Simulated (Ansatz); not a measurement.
Gas-phase electronic energies from Ansatz, PBE0-D4/def2-TZVP geometries. CBS: MP2 limit from def2 TZ/QZ plus the TZ coupled-cluster correction, frozen cores. This one scheme is used for every species. Functionals use def2-TZVPP. B3LYP here is the variant with VWN-RPA as its local correlation; programs differ in this. Each species was taken in one conformer, which may not be the lowest.

Reaction (formal exchange of groups at a C–Si bond): `BC[SiH2]Cl` + `FCCl` → `BCC(F)Cl` + `[SiH3]Cl`

| level | ΔE (kcal/mol) |
| --- | --- |
| PBE-D4 | 10.6 |
| B3LYP-D4 | 9.9 |
| PBE0 | 10.3 |
| B3LYP | 9.6 |
| MP2/def2-TZVPP | 10.2 |
| SCS-MP2/def2-TZVPP | 9.4 |
| HF/def2-QZVPP | 8.1 |
| SCS-MP2/def2-QZVPP | 9.6 |

What does CCSD(T)/CBS give? (Best estimate.)

Computed: +9.7 kcal/mol. The listed levels differ from it by 0.9, 0.2, 0.6, -0.1, 0.5, -0.3, -1.6, -0.1 kcal/mol.

Largest T1 diagnostic among the species: 0.010.

In def2-TZVPP, CCSD(T) changes the Hartree–Fock value by +1.4 kcal/mol (the triples alone add +0.2 kcal/mol) and MP2 by +2.1 kcal/mol.
